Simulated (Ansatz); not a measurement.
One change: `[NH]=[Nb]([NH2])([OH])[OH]` becomes `[NH]=[Nb]([OH])([OH])[F]`.

Ansatz, PBE0-D4/def2-TZVP geometries, multiplicity 1. Each molecule was computed in one conformer, which needn't be the lowest.

Elements past krypton have def2 core potentials.

```csv
property,`[NH]=[Nb]([NH2])([OH])[OH]`
HOMO energy (B3LYP/def2-TZVPP) / eV,-7.16
HOMO–LUMO gap (PBE0/def2-TZVPP) / eV,7.11
size of the dipole moment (B3LYP/def2-TZVPP) / D,1.25
HOMO energy (PBE0/def2-TZVPP) / eV,-7.41
zero-point energy (PBE0-D4/def2-TZVP) / kJ/mol,171.3
size of the dipole moment (PBE/def2-TZVPP) / D,1.18
```

(1) What does the change do to each property? (An estimate is asked.)

Results:

(1) Computed: 
```tsv
property	`[NH]=[Nb]([OH])([OH])[F]`	shift
HOMO energy (B3LYP/def2-TZVPP) / eV	-7.94	-0.78
HOMO–LUMO gap (PBE0/def2-TZVPP) / eV	7.45	0.34
size of the dipole moment (B3LYP/def2-TZVPP) / D	2.91	1.66
HOMO energy (PBE0/def2-TZVPP) / eV	-8.20	-0.79
zero-point energy (PBE0-D4/def2-TZVP) / kJ/mol	112.2	-59.1
size of the dipole moment (PBE/def2-TZVPP) / D	2.80	1.62
```

With PBE0 the HOMO falls by 0.79 eV and the LUMO falls by 0.45 eV, so the gap widens by about 0.34 eV. PBE moves the HOMO by -0.78 eV and ωB97M-V by -0.78 eV. The zero-point energy changes by -59.1 kJ/mol with -6 modes. Dipoles are sizes alone; their direction can turn.

B3LYP here is the variant with VWN-RPA as its local correlation; programs differ in this.
